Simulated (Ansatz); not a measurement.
Cost and result for the atomization energy of CH$_{8}$ClNSi$_{2}$ (`C[SiH2][SiH](N)Cl`) (13 atoms, 12 bonds).

```xyz
13

C     0.6457   -2.0786    0.7221
Si    0.2158   -0.8487   -0.6229
Si   -0.6367    1.1333    0.2777
N    -0.6413    2.3585   -0.9093
Cl    0.5510    1.5534    1.9472
H     1.3557   -1.6371    1.4244
H    -0.2468   -2.3688    1.2808
H     1.0914   -2.9805    0.2973
H    -0.7777   -1.4217   -1.5748
H     1.4301   -0.4818   -1.4094
H    -2.0151    1.0511    0.8207
H     0.1624    2.4973   -1.5006
H    -1.1344    3.2235   -0.7534
```

Total charge 0; spin multiplicity 1. All single points use the PBE0-D4/def2-TZVP geometry. It is one conformer, not always the lowest. Program: Ansatz. All runs use 4 threads of an AMD EPYC 7B13 on a shared host. Times are those of one run each, without the atoms' runs, and a repeat can differ threefold. Electronic energies, without spin–orbit coupling; frozen cores. CCSD(T)/CBS adds CCSD(T) − MP2 in def2-TZVPP to the MP2 limit, and its time is that of the two runs behind it. T1 = 0.011. B3LYP takes the VWN-RPA correlation (the form of Gaussian; ORCA's B3LYP/G).

CCSD(T)/CBS is a level of theory with its own doubt, some kJ/mol a heavy atom from the limit and from the frozen cores, so smaller differences don't rank the functionals.

```tsv
level	functions	atomization (kJ/mol)	difference from CCSD(T)/CBS	per bond
ωB97X-V/def2-TZVPP	300	4434.9	25.0	2.1
MP2/def2-QZVPP	564	4382.3	-27.6	-2.3
PBE0-D4/def2-TZVPP	300	4389.9	-20.0	-1.7
PBE-QIDH/def2-TZVPP	300	4363.5	-46.4	-3.9
CAM-B3LYP-D4/def2-TZVPP	300	4417.6	7.7	0.6
CCSD(T)/CBS(def2)	–	4409.9	0.0	0.0
r2SCAN-D4/def2-TZVPP (with forces)	300	4403.4	-6.5	-0.5
B97M-V/def2-TZVPP	300	4426.3	16.4	1.4
CCSD(T)/def2-TZVPP	300	4283.0	-126.9	-10.6
ωB97M-V/def2-TZVPP (with forces)	300	4420.2	10.3	0.9
revPBE-D4/def2-TZVPP	300	4346.0	-63.9	-5.3
CCSD(T)/def2-SVP	122	4089.1	-320.8	-26.7
B3LYP-D4/def2-TZVPP (with forces)	300	4403.7	-6.2	-0.5
```

(1) Order the runs by time, with rough figures. (Estimate.)

Results:

(1) Ansatz gave: revPBE-D4/def2-TZVPP 2.5 s; r2SCAN-D4/def2-TZVPP (with forces) 5.5 s; CAM-B3LYP-D4/def2-TZVPP 5.5 s; CCSD(T)/def2-SVP 6 s; PBE0-D4/def2-TZVPP 6.5 s; B3LYP-D4/def2-TZVPP (with forces) 7.5 s; PBE-QIDH/def2-TZVPP 7.5 s; B97M-V/def2-TZVPP 9 s; ωB97X-V/def2-TZVPP 9 s; ωB97M-V/def2-TZVPP (with forces) 13 s; MP2/def2-QZVPP 29 s; CCSD(T)/def2-TZVPP 4 min; CCSD(T)/CBS(def2) 4.4 min.

From r2SCAN to r2SCAN0 (25 % exact exchange), in def2-TZVPP and without D4, the atomization energy moves by −43.7 kJ/mol: exact exchange takes away binding that semilocal exchange gives to molecules. At CCSD(T), def2-SVP lies −320.8 kJ/mol from the extrapolated value and def2-TZVPP −126.8 kJ/mol: correlation converges slowly with the basis, and small sets miss more of it in the bonded molecule than in its fragments. Leaving LDA and LC-ωPBE aside and taking each functional with its dispersion term where it has one, the values, not all of them listed here, spread over 110.7 kJ/mol, from BHLYP-D4 to ωB97X-V. LDA lies +538.4 kJ/mol from PBE without D4, its usual overbinding.
